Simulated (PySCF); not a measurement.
**Electrostatic potential from atomic charges**

Species: di-n-propyl ether, `CCCOCCC`. Coordinates (PBE0-D3(BJ)/def2-SVP, Å) and charges (e) from the PBE0/pcSseg-1 density (PySCF):

```
atom       x       y       z  Mulliken      IAO  Hirshfeld  ESP-fitted
  C1  -2.865   1.292   0.109   -0.3007  -0.4113    -0.1124     -0.4136
  C2  -1.881   0.144  -0.033   -0.2800  -0.2476    -0.0715     +0.1354
  C3  -0.461   0.540   0.313   +0.0687  -0.0348    +0.0034     +0.2415
  O4   0.374  -0.570   0.150   -0.5156  -0.3930    -0.1378     -0.5251
  C5   1.701  -0.383   0.552   +0.0693  -0.0402    +0.0037     +0.1945
  C6   2.543   0.419  -0.431   -0.3131  -0.2635    -0.0752     +0.0885
  C7   4.001   0.501  -0.011   -0.2959  -0.4098    -0.1121     -0.4625
  H8  -2.603   2.133  -0.554   +0.1114  +0.1325    +0.0375     +0.0967
  H9  -2.888   1.680   1.140   +0.1111  +0.1324    +0.0375     +0.0896
 H10  -3.887   0.977  -0.147   +0.1230  +0.1427    +0.0427     +0.1094
 H11  -2.170  -0.699   0.616   +0.1230  +0.1370    +0.0370     +0.0081
 H12  -1.886  -0.245  -1.064   +0.1241  +0.1377    +0.0376     +0.0073
 H13  -0.412   0.909   1.361   +0.0867  +0.1024    +0.0267     +0.0068
 H14  -0.144   1.386  -0.331   +0.0944  +0.1037    +0.0273     -0.0168
 H15   1.738   0.096   1.554   +0.0846  +0.1028    +0.0274     -0.0052
 H16   2.134  -1.391   0.664   +0.1150  +0.1389    +0.0400     +0.0547
 H17   2.129   1.436  -0.535   +0.1247  +0.1260    +0.0335     +0.0184
 H18   2.451  -0.055  -1.423   +0.1251  +0.1357    +0.0363     +0.0306
 H19   4.110   0.991   0.970   +0.1109  +0.1326    +0.0377     +0.1100
 H20   4.453  -0.501   0.070   +0.1118  +0.1332    +0.0387     +0.1074
 H21   4.598   1.075  -0.734   +0.1214  +0.1425    +0.0422     +0.1242
```

Points outside the species (Å): A (0.3, 2.6, -3.9); B (6.4, -3.6, 1.1); C (7.2, 0.3, 1.6); D (-2.4, -3.0, -1.6).

Task: Find the potential V = 14.3996 V·Å × Σ q/r of each set of charges at these points.

Result: In volts:

```json
{"point": "A", "nearest atom": "H14", "distance (Å)": "3.80", "Mulliken": "-0.039", "IAO": "-0.028", "Hirshfeld": "-0.015", "ESP-fitted": "+0.021"}
{"point": "B", "nearest atom": "H20", "distance (Å)": "3.80", "Mulliken": "+0.042", "IAO": "+0.040", "Hirshfeld": "+0.018", "ESP-fitted": "+0.025"}
{"point": "C", "nearest atom": "H19", "distance (Å)": "3.23", "Mulliken": "+0.147", "IAO": "+0.097", "Hirshfeld": "+0.043", "ESP-fitted": "+0.023"}
{"point": "D", "nearest atom": "H12", "distance (Å)": "2.85", "Mulliken": "-0.371", "IAO": "-0.250", "Hirshfeld": "-0.094", "ESP-fitted": "-0.189"}
```

Task: How far are the other sets from the ESP-fitted one at these points?

Result: Root-mean-square difference: Hirshfeld 0.052 V, IAO 0.054 V, Mulliken 0.114 V. The ESP scheme fits charges at the nuclei, held to the total charge, to the electrostatic potential on points at 1.4 to 2.0 times the van der Waals radii.

Task: What energy would a point charge of +2 e have at D in the field of the ESP charges, leaving out polarisation?

Result: -0.379 eV = -36.6 kJ/mol, an attraction.

Isolated species at its PBE0-D3(BJ)/def2-SVP geometry (one conformer only).

Shape of the structure used: `[CH3:1][CH2:2][CH2:3][O:4][CH2:5][CH2:6][CH3:7]`: C1–C2–C3–O4 180°, C2–C3–O4–C5 -174°, C3–O4–C5–C6 -77°, O4–C5–C6–C7 -175°.
